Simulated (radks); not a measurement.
Results of a calculation; reference values are marked as such.
Spin polarisation of the 4f9 shell in Tb. Start: [Xe] 4f(up 4.5, down 4.5) 6s2; electrons of 4f are moved from spin down to spin up, other shells keep equal spins. Code: a radial shooting solver on a logarithmic mesh with Libxc functionals. Model: scalar-relativistic Kohn-Sham, r2SCAN, spin-polarised, spherical densities, finite nucleus; meta-GGA in the generalised Kohn-Sham scheme; Fermi nuclear charge, rms radius of each element as measured or else 0.836 A^(1/3) + 0.57 fm.

| moment (Bohr magnetons) | E - E(0) (eV) | e(4f up) (eV) | e(4f down) (eV) | 6s down minus up (eV) | 5p down minus up (eV) | 5s down minus up (eV) |
|---|---|---|---|---|---|---|
| 0 | 0.000 | -2.895 | -2.895 | 0.000 | 0.000 | 0.000 |
| 1 | -0.244 | -3.368 | -2.390 | 0.041 | 0.352 | 0.525 |
| 2 | -0.977 | -3.806 | -1.853 | 0.083 | 0.706 | 1.051 |
| 3 | -2.198 | -4.209 | -1.283 | 0.125 | 1.062 | 1.578 |
| 4 | -3.903 | -4.575 | -0.682 | 0.168 | 1.421 | 2.108 |

At moment 4 the spin-polarisation energy is -3.903 eV and the 4f exchange splitting 3.892 eV, that is 0.973 eV per Bohr magneton; E = -I m^2/4 would give I = 0.976 eV.
